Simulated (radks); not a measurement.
Species: the lutetium ion Lu4+. Configuration: [Xe] 4f13. Method: Dirac Kohn-Sham, LDA (Slater exchange, Perdew-Wang correlation), spin-unpolarised, spherical densities, finite nucleus; open shells fill j = l - 1/2 first; Fermi nuclear charge, rms radius 5.37 fm; computed with a radial shooting solver on a logarithmic mesh with Libxc functionals. Some entries of the table are withheld. Estimate them.

orbital,occ.,eigenvalue (hartree),<1/r> (bohr^-1),<r^2> (bohr^2)
1s1/2,2,-2320.255,82.11,0.0005129
2s1/2,2,-396.2895,19.87,0.007872
2p1/2,2,-378.5242,19.85,0.005645
2p3/2,4,-337.5062,16.95,0.006854
3s1/2,2,-91.20669,7.283,0.05170
3p1/2,2,-83.31345,7.204,0.04759
3p3/2,4,-74.56821,6.458,0.05431
3d3/2,4,-61.09267,(1),0.04240
3d5/2,6,-59.18174,(2),0.04425
4s1/2,2,-19.58451,3.058,0.2580
4p1/2,2,-16.36725,2.950,0.2675
4p3/2,4,-14.36306,2.688,0.3046
4d3/2,4,-9.05406,2.470,0.3379
4d5/2,6,-8.68691,2.407,0.3522
5s1/2,2,-3.88792,1.174,(3)
5p1/2,2,-2.95770,(4),1.789
5p3/2,4,-2.67147,(5),2.061
4f5/2,6,-2.15778,1.900,0.5847
4f7/2,7,-2.09844,1.872,0.6050

Answer. 
(1) 3d3/2 <1/r> (bohr^-1): 6.351
(2) 3d5/2 <1/r> (bohr^-1): 6.171
(3) 5s1/2 <r^2> (bohr^2): 1.468
(4) 5p1/2 <1/r> (bohr^-1): 1.053
(5) 5p3/2 <1/r> (bohr^-1): 0.9664
